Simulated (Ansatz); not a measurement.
`[NH2][Al]([F])[Cl]` + H₂O → `[OH][Al]([F])[Cl]` + NH₃  (formal hydrolysis of the Al–N bond)

Isolated molecules relaxed with PBE0-D4/def2-TZVP in Ansatz; ΔE leaves out vibrations. CCSD(T)/CBS adds triple-zeta CCSD(T) − MP2 to the extrapolated MP2 energy (def2 sets, frozen cores). This one scheme is used for every species. Functionals use def2-TZVPP. B3LYP here is the variant with VWN-RPA as its local correlation; programs differ in this. HSE06 is defined as in plane-wave codes. Each species was taken in one conformer, which may not be the lowest.

| level | ΔE (kJ/mol) | difference from CCSD(T)/CBS |
| --- | --- | --- |
| LDA (SPW92) | -35.5 | 2.1 |
| PBE-D4 | -37.7 | -0.1 |
| BLYP-D4 | -40.6 | -3.0 |
| r2SCAN-D4 | -41.0 | -3.4 |
| B97M-V | -42.3 | -4.7 |
| PBE0-D4 | -36.8 | 0.8 |
| B3LYP-D4 | -39.8 | -2.2 |
| r2SCANh-D4 | -40.4 | -2.8 |
| r2SCAN0-D4 | -39.6 | -2.0 |
| HSE06-D4 | -36.7 | 0.9 |
| CAM-B3LYP-D4 | -40.0 | -2.4 |
| ωB97X-V | -39.3 | -1.7 |
| B2PLYP | -41.8 | -4.2 |
| PBE-QIDH | -38.6 | -1.0 |
| PBE | -38.9 | -1.3 |
| revPBE | -39.9 | -2.3 |
| BLYP | -43.0 | -5.4 |
| r2SCAN | -41.3 | -3.7 |
| PBE0 | -37.9 | -0.3 |
| B3LYP | -41.7 | -4.1 |
| r2SCANh | -40.7 | -3.1 |
| r2SCAN0 | -39.9 | -2.3 |
| HSE06 | -37.7 | -0.1 |
| BHLYP | -41.5 | -3.9 |
| CAM-B3LYP | -41.1 | -3.5 |
| LC-ωPBE | -37.8 | -0.2 |
| RPA@PBE/def2-TZVPP | -40.1 | -2.5 |
| HF/def2-SVP | -38.9 | -1.3 |
| MP2/def2-SVP | -40.7 | -3.1 |
| CCSD/def2-SVP | -39.9 | -2.3 |
| CCSD(T)/def2-SVP | -39.9 | -2.3 |
| HF/def2-TZVPP | -42.7 | -5.1 |
| SCS-MP2/def2-TZVPP | -41.2 | -3.6 |
| CCSD/def2-TZVPP | -39.9 | -2.3 |
| CCSD(T)/def2-TZVPP | -39.8 | -2.2 |
| HF/def2-QZVPP | -42.7 | -5.1 |
| MP2/def2-QZVPP | -38.9 | -1.3 |
| SCS-MP2/def2-QZVPP | -39.9 | -2.3 |
| MP2/CBS(def2) | -37.9 | -0.3 |
| CCSD/CBS(def2) | -37.7 | -0.1 |
| CCSD(T)/CBS | -37.6 | 0 |

(1) What do rigid-rotor, harmonic-oscillator terms from PBE0-D4/def2-TZVP frequencies (298.15 K, 1 bar) make of the CCSD(T)/CBS value? (An estimate is asked.)

Largest T1 diagnostic among the species: 0.011.

## Answers

(1) Computed: ΔZPE = +2.5 kJ/mol, ΔH = -36.0 kJ/mol, ΔS = -2 J/(mol·K), ΔG = -35.4 kJ/mol.

Leaving LDA and LC-ωPBE aside and taking each functional with its dispersion term where it has one, the values spread over 5.6 kJ/mol, from B97M-V to HSE06-D4. LDA lies +3.4 kJ/mol from PBE without D4.
